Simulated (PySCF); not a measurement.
Stationary points of [HfS2]-

Method: PySCF, B3LYP, basis Hf def2-SVPD with ECP60, S def2-SVPD (scalar-relativistic core potentials, no spin–orbit coupling, density fitting).

Relaxations began from a few typed shapes; open shells are unrestricted. The search is not exhaustive: other isomers or separated fragments can lie lower, and high-lying points may rest on an excited occupation.

Q: Which is the lowest minimum found?
A. doublet C2v: Hf–S 2.297 Å (×2); S–Hf–S 119.6°
B. doublet D∞h: Hf–S 2.347 Å (×2); S–Hf–S 180.0°
C. doublet C2v: Hf–S 2.516 Å (×2), S–S 2.143 Å; Hf–S–S 64.8° (×2), S–Hf–S 50.4°

A: A. The others lie at 58.8 (doublet D∞h, a saddle point), 290.6 (doublet C2v) kJ/mol above it.

Formally Hf is in oxidation state +3, d1, with 1 unpaired electron. The Mulliken spin on Hf is 1.10. The polar-tensor charge on Hf, 0.87, is far below the formal one.

For the lowest minimum: with open d or f shells other occupations or spin states may lie lower. The lowest empty level of this anion is unbound, so it and the gap depend on the basis. With an element this heavy the missing spin–orbit coupling can shift these numbers.
